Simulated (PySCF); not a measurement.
## What settings do to a single point of [La(H2O)2]3+

The sound run of [La(H2O)2]3+ (singlet) uses PySCF 2.14.0, RKS PBE0, La lcecp-1-SVP with ECP46, O def2-SVP, H def2-SVP; non-relativistic Hamiltonian with scalar-relativistic core potentials where named; density fitting; no spin-orbit coupling, grid (50, 194), threshold 1e-8 Eh and 55 cycles, at the relaxed geometry:

```xyz
7

La   -1.1347   -0.3012   -0.0108
O     0.1728   -0.0247    1.9391
H     1.0931    0.3289    2.0306
H    -0.0756   -0.2272    2.8773
O     0.1863    0.0795   -1.9359
H     1.0412   -0.3439   -2.2023
H    -0.0022    0.6844   -2.6979
```

There La1 has a Mulliken charge of 2.32 e and the dipole about the centre of mass is 2.41 D. Each run below changes one thing and starts from free metal ions and neutral atoms unless it says otherwise; with 55 cycles, smearing, a level shift and second-order steps follow where DIIS fails, and their cycles count. Energy shifts count from the sound run. On f atoms grids over 110 angular points are at least (60, 302).

| change | outcome | cycles | energy shift (eV) | largest force component (eV/Å) | charge on La1 (e) | dipole about the centre of mass (D) |
| --- | --- | --- | --- | --- | --- | --- |
| spin (2S) set to 8, limit 98 cycles | converged | 21 | 43.99 | 10.81 | 0.75 | 7.49 |
| grid (40, 110) | converged | 11 | -0.0029 | 0.07 | 2.32 | 2.41 |
| all coordinates × 0.94 | converged | 10 | 0.65 | 3.23 | 2.26 | 2.56 |

**Question.** How does the run with this change end: start from the bare core Hamiltonian, limit 100 cycles?

**Answer.** outcome converged, cycles 12, energy shift (eV) 0.0000, largest force component (eV/Å) 0.02, charge on La1 (e) 2.32, dipole about the centre of mass (D) 2.41.

Unsound on purpose, so not properties of the compound: spin (2S) set to 8, limit 98 cycles.

Forces carry noise of the integration grid, about 0.01 to 0.03 eV/Å.

A frequency check found unstable modes (1, the lowest at -27 cm⁻¹), so the relaxed geometry is a saddle point, or these are noise.
